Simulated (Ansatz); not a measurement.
A nudged elastic band was laid between two geometries of CH5B2F (9 atoms, charge 0, multiplicity 1).

These are results of RKS revPBE-D4/def2-SVP in Ansatz, not measurements.

```yaml
movable_images: 5
climbing_image: yes
spring: 5.0 eV/Å²
optimiser: quadratic models (default)
start_path: through a guess of the saddle point
force_threshold: 0.05 eV/Å
iteration_limit: 47
end_points: relaxed
```

Image 0:

```xyz
9
Properties=species:S:1:pos:R:3
B -0.740 0.912 -0.581
C -0.339 -0.489 -0.021
B 1.108 -0.420 0.560
F -0.604 -1.575 -0.861
H -1.075 1.029 -1.742
H -0.705 1.875 0.158
H -0.968 -0.556 0.917
H 1.355 0.389 1.431
H 1.968 -1.165 0.137
```

Image 6:

```xyz
9
Properties=species:S:1:pos:R:3
B -0.739 0.912 -0.580
C -0.341 -0.489 -0.020
B 1.107 -0.419 0.559
F -0.605 -1.575 -0.861
H -1.069 1.030 -1.743
H -0.707 1.874 0.161
H -0.969 -0.558 0.919
H 1.968 -1.162 0.133
H 1.355 0.388 1.432
```

Q: Which bonds break or form, and what moves?

A: No bond is made or broken. The dihedral F4–C2–B3–H9 goes from 10 to -170°. The two ends are copies of one structure, up to a mirror image or an exchange of like atoms.

Q: What energy profile does the band end with?

A: The run converged. The highest image is number 2 of 0 to 6, 27.1 kJ/mol above the ends, which have the same energy within 2 meV. The profile has 2 maxima (images 2, 4) with wells between them (image 3): this band takes more than one step, which may be the mechanism or a detour left from its start path. A vibrational analysis at the climbing image gives one clearly imaginary mode, 265i cm⁻¹: a first-order saddle point.

```
image  path coordinate (Å)  energy (kJ/mol)  dihedral F4–C2–B3–H9 (°)
    0                 0.00              0.0                        10
    1                 0.85             11.2                        37
    2                 1.70             27.1                        66
    3                 2.71             15.9                        99
    4                 3.71             23.6                       118
    5                 4.72             13.8                       159
    6                 5.72              0.0                      -170
```

Q: What is the geometry of the highest image?

A: 
```xyz
9
Properties=species:S:1:pos:R:3
B -0.667 0.876 -0.648
C -0.569 -0.399 0.192
B 1.013 -0.358 0.521
F -0.548 -1.646 -0.515
H -0.647 0.848 -1.861
H -0.611 1.941 -0.055
H -1.185 -0.516 1.107
H 1.415 -0.505 1.657
H 1.798 -0.241 -0.397
```

The run took 8 min on 1 thread of Intel(R) Xeon(R) Processor @ 2.50GHz (Skylake/Cascade Lake), with other jobs on the host, peak memory 0.12 GiB.
